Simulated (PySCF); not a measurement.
**Identify the compound**

Molecular formula: C₉H₁₀. Simulated spectra:

¹H NMR (400 MHz, computed): δ 7.33 (m, 1H), 7.25 (m, 1H), 7.20 (s, 1H), 3.23 (m, 2H), 3.22 (m, 2H), 2.48 (s, 3H).

¹³C{¹H} NMR (computed): δ 151.4 (C), 147.7 (C), 141.7 (C), 132.4 (CH), 128.0 (CH), 127.4 (CH), 30.2 (CH2), 30.1 (CH2), 25.1 (CH3).

In vacuum, averaged over atoms made equivalent by symmetry, fast rotation or ring inversion, non-relativistic, a single conformation. Coordinates at the GFN2-xTB level; shielding tensors at PBE0/pcSseg-1 (GIAO); PySCF 2.14.

Chemical shifts δ = σref − σ; ¹H (31.72 ppm) and ¹³C (186.93 ppm) vs TMS, all at this level.

Task: Which of these isomers gave the spectra?
A. Cc1ccc2c(c1)CC2
B. C=C(C)C1=C[C@@H]2C=C[C@H]12
C. CC#C[C@@H]1C=C1C1CC1
D. C=CC/C=C1/C=CC1=C
E. C=C/C=C1C=CC\1=C\C
F. C=CCc1ccccc1

Result: A. 

- The formula gives 5 degrees of unsaturation (2 rings in the answer).
- 9 carbon signals for 9 carbons: no two carbons are equivalent.
- Carbon types of the structure: 3 × C, 3 × CH, 2 × CH2, 1 × CH3, which accounts for all hydrogens.
- δC 151.4, 147.7, 141.7: substituted aromatic carbon.
- δC 132.4, 128.0, 127.4: aromatic CH; the aromatic region.
- δC 25.1: methyl carbon on an aromatic ring; aliphatic region, no heteroatom directly attached.
- δH 3.23, 3.22: hydrogen on an sp3 CH2 on an aromatic ring; benzylic-type position, deshielded by the ring.
- δH 2.48: hydrogen on a methyl carbon on an aromatic ring; benzylic-type position, deshielded by the ring.

The others: CC#C[C@@H]1C=C1C1CC1 would give 8 signals for carbon-bound and other non-exchanging H, not 6; C=CCc1ccccc1 would give 7 carbon signals, not 9; C=C/C=C1C=CC\1=C\C would give 8 signals for carbon-bound and other non-exchanging H, not 6; C=CC/C=C1/C=CC1=C would give 9 signals for carbon-bound and other non-exchanging H, not 6; C=C(C)C1=C[C@@H]2C=C[C@H]12 would give 8 signals for carbon-bound and other non-exchanging H, not 6.

Shifts are as computed. Against solution values, carbons near 30 ppm lie about +3 ppm off and those near 130 ppm about +5 ppm. Of 1211 compounds with measured shifts, 218 miss one by over three times the rms of a fit or turn the order of signals round; such compounds aren't used in these exercises. No couplings were computed; multiplicities are counted from neighbouring protons, with m where these are inequivalent, close in shift, in a saturated or five-membered ring or joined by F or P, and br s for small geminal =CH2 splittings.
